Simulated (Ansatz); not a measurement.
Species: sum formula H$_{9}$Si$_{4}$O (charge 0, doublet). It need not be the lowest isomer of its formula. 
Coordinates optimised at B3LYP-D3(BJ)/def2-TZVP (Ansatz, a quantum-chemistry and plane-wave program):
```xyz
14

O     -0.3192     0.0844    -2.0100
Si    -0.0423    -0.0109    -0.3633
Si     1.6398    -1.5098     0.2524
Si    -1.9665    -0.6773     0.8147
Si     0.6320     2.1306     0.3039
H     -0.5304    -0.7304    -2.4747
H      2.9555    -1.3349    -0.4162
H      1.2686    -2.9498     0.2387
H     -2.4214    -2.0128     0.3495
H     -3.0761     0.2875     0.6162
H     -1.6576    -0.7625     2.2634
H     -0.3499     3.1532    -0.1309
H      1.9625     2.4686    -0.2573
H      0.7197     2.1488     1.7849
```
Charge 0, spin multiplicity 2.

Parts of the frozen-core correlation energy in cc-pV(Q+d)Z (Ansatz, hartree). Frozen orbitals: 21; correlated occupied orbitals by spin: 16 and 15; virtual: 544 and 545. Open shells are spin-unrestricted. No spin-orbit coupling. Non-relativistic.

```json
[
 {"term": "reference (HF)", "value": "-1235.94514"},
 {"term": "MP2 opposite-spin", "value": "-0.62985"},
 {"term": "MP2 same-spin", "value": "-0.14717"},
 {"term": "CCSD correlation", "value": "-0.84792"},
 {"term": "(T)", "value": "-0.03386"},
 {"term": "T1 diagnostic", "value": "0.016"},
 {"term": "largest doubles amplitude", "value": "0.015"},
 {"term": "<S^2> of the reference", "value": "0.763"}
]
```
